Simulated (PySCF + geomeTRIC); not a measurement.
Calculation: PySCF + geomeTRIC with PBE0-D3(BJ)/def2-TZVP. fastk is a local helper that only speeds up exchange builds. No frequencies were computed at this level.

```python
import json, numpy as np
from pyscf import gto, dft
from fastk import lowrank_exchange
atoms = """
C      1.148199     0.043160     0.068306
Ge    -0.741089    -0.020234    -0.060904
H      1.750424    -0.847641     0.111136
H      1.693977     0.967420     0.139292
H     -1.180507    -1.100328    -0.995049
H     -1.382570    -0.329280     1.260411
H     -1.288435     1.286903    -0.523191
"""
def scf(charge, spin, dm0=None):
    mol = gto.M(atom=atoms, basis='def2-tzvp', ecp={}, charge=charge, spin=spin, verbose=3, max_memory=5040)
    mf = dft.KS(mol, xc='pbe0').density_fit(auxbasis="def2-universal-jkfit")
    mf.disp = 'd3bj'
    mf.grids.level = 3
    mf.conv_tol = 1e-8
    mf.max_cycle = 60
    mf.kernel(dm0)
    if not mf.converged:
        mf = mf.newton().run(mf.mo_coeff, mf.mo_occ).undo_soscf()
    return mf
mf = scf(0, 1)
lowrank_exchange(mf)  # same exchange matrices as the stock routine, built faster for response steps
mo, _, stable, _ = mf.stability(return_status=True)
if not stable:
    mf.kernel(mf.make_rdm1(mo, mf.mo_occ))
del mf.get_jk
from pyscf.geomopt.geometric_solver import kernel as optimize
path = []
done, mol = optimize(mf, maxsteps=80, assert_convergence=False, callback=lambda env: path.append((env["energy"], bool(env["g_scanner"].converged))))
res = dict(converged=bool(done and path[-1][1]), energy=path[-1][0], path=[e for e, c in path], xyz=mol.atom_coords(unit="Angstrom").tolist(), nao=mol.nao)
json.dump(res, open("result.json", "w"))
```

Output:

```
converged SCF energy = -2117.73774412871  <S^2> = 0.75514179  2S+1 = 2.0051352
<class 'pyscf.df.df_jk.DFUKS'> wavefunction is stable in the internal stability analysis
Geometry optimization cycle 1
converged SCF energy = -2117.73774412872  <S^2> = 0.75514195  2S+1 = 2.0051354
cycle 1: E = -2117.73774413  dE = -2117.74  norm(grad) = 0.030612
Geometry optimization cycle 2
converged SCF energy = -2117.74013331427  <S^2> = 0.7553038  2S+1 = 2.0052968
cycle 2: E = -2117.74013331  dE = -0.00238919  norm(grad) = 0.00493112
Geometry optimization cycle 3
converged SCF energy = -2117.74018798054  <S^2> = 0.755287  2S+1 = 2.00528
cycle 3: E = -2117.74018798  dE = -5.46663e-05  norm(grad) = 0.00143964
Geometry optimization cycle 4
converged SCF energy = -2117.74019259146  <S^2> = 0.75528329  2S+1 = 2.0052763
cycle 4: E = -2117.74019259  dE = -4.61092e-06  norm(grad) = 0.000333259
Geometry optimization cycle 5
converged SCF energy = -2117.74019295057  <S^2> = 0.75528278  2S+1 = 2.0052758
cycle 5: E = -2117.74019295  dE = -3.59102e-07  norm(grad) = 9.43406e-05
<class 'geometric.internal.Distance'> : 6
<class 'geometric.internal.Angle'> : 8
<class 'geometric.internal.OutOfPlane'> : 1
<class 'geometric.internal.Dihedral'> : 6
<class 'geometric.internal.TranslationX'> : 1
<class 'geometric.internal.TranslationY'> : 1
<class 'geometric.internal.TranslationZ'> : 1
<class 'geometric.internal.RotationA'> : 1
<class 'geometric.internal.RotationB'> : 1
<class 'geometric.internal.RotationC'> : 1
Step    0 : Gradient = 1.157e-02/1.737e-02 (rms/max) Energy = -2117.7377441287
Step    1 : Displace = 3.837e-02/5.656e-02 (rms/max) Trust = 1.000e-01 (=) Grad = 1.864e-03/2.897e-03 (rms/max) E (change) = -2117.7401333143 (-2.389e-03) Quality = 0.855
Step    2 : Displace = 5.030e-03/6.567e-03 (rms/max) Trust = 1.414e-01 (+) Grad = 5.441e-04/1.055e-03 (rms/max) E (change) = -2117.7401879805 (-5.467e-05) Quality = 1.204
Step    3 : Displace = 2.175e-03/3.429e-03 (rms/max) Trust = 2.000e-01 (+) Grad = 1.260e-04/2.215e-04 (rms/max) E (change) = -2117.7401925915 (-4.611e-06) Quality = 1.112
Step    4 : Displace = 6.754e-04/9.227e-04 (rms/max) Trust = 2.828e-01 (+) Grad = 3.566e-05/4.929e-05 (rms/max) E (change) = -2117.7401929506 (-3.591e-07) Quality = 1.107
Converged! =D
```

Cost: around 2.0 core-minutes (rough).
